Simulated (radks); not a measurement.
Effect of the nuclear size on neutral tantalum, [Xe] 4f14 5d3 6s2. All-electron calculation, Dirac Kohn-Sham, relativistic LDA (MacDonald-Vosko exchange, VWN5 correlation), spin-unpolarised, spherical densities, finite nucleus; open shells fill j = l - 1/2 first; Fermi nuclear charge, rms radius 5.3507 fm. Program: a radial shooting solver on a logarithmic mesh with Libxc functionals. The rms radius is varied about that value; shifts are against it.

\begin{tabular}{lrrrrrrrr}
rms radius (fm) & total energy shift (eV) & density at nucleus (e/bohr^3) & 1s1/2 shift (meV) & 2s1/2 shift (meV) & 5p1/2 shift (meV) & 6s1/2 shift (meV) & 5d3/2 shift (meV) & 6p1/2 (empty) shift (meV) \\ \hline
4.4143 & -17.0 & 1.38e+06 & -6870 & -960 & 0.585 & -0.549 & 0.536 & 0.199 \\
4.9708 & -7.17 & 1.326e+06 & -2890 & -404 & 0.246 & -0.231 & 0.226 & 0.084 \\
5.3507 & 0 & 1.294e+06 & 0.000 & 0.000 & 0.000 & 0.000 & 0.000 & 0.000 \\
5.6022 & 4.94 & 1.274e+06 & 1990 & 278 & -0.169 & 0.159 & -0.155 & -0.058 \\
6.2336 & 18.0 & 1.229e+06 & 7270 & 1010 & -0.617 & 0.580 & -0.566 & -0.210 \\
\end{tabular}

Slopes of the eigenvalues against <r^2> in GHz/fm^2, as finite differences over the two radii next to the reference (eigenvalue slopes, not the field-shift constants of lines): 1s1/2 177000, 2s1/2 24700, 5p1/2 -15.0, 6s1/2 14.2, 5d3/2 -13.8, 6p1/2 (empty) -5.13.
